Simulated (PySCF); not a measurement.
Compound: OsO3S (singlet state).
Bonds: Os1–O2, Os1–O3, Os1–O4, Os1–S5.

Computed, not measured: PBE0-D3(BJ)/def2-SVP geometry optimisation, gas phase, def2 core potentials past Kr (PySCF 2.14.0).

**Question.** How far are the bound atoms from Os1?

**Answer.** 4 atoms: O3 1.696 Å, O4 1.696 Å, O2 1.697 Å, S5 2.104 Å.

**Question.** List the angles at Os1.

**Answer.** 
```
    angle  degrees  distance of the outer atoms (Å)
O2–Os1–O4    110.0                             2.78
O2–Os1–O3    110.0                             2.78
O3–Os1–O4    110.0                             2.78
O2–Os1–S5    109.1                             3.10
O4–Os1–S5    108.9                             3.10
O3–Os1–S5    108.9                             3.10
```

**Question.** What is the shape at Os1?

**Answer.** Tetrahedral: angles from 108.9° to 110.0°; τ4 = (360° − α − β)/141° = 0.99 with α and β the two widest (0 for a square, 1 for a tetrahedron).

**Question.** What are the rotational constants (commonest isotopes, rigid rotor)?

**Answer.** A = 4091, B = 2387, C = 2386 MHz: a prolate symmetric top.

Point group: C3v (every atom within 0.08 Å of its image). Charge 0, singlet. Whether it is a minimum is left open (no frequencies).

Hardware: one thread of an x86-64 server, shared host. Cost: 46 s. This is the geometry optimisation.
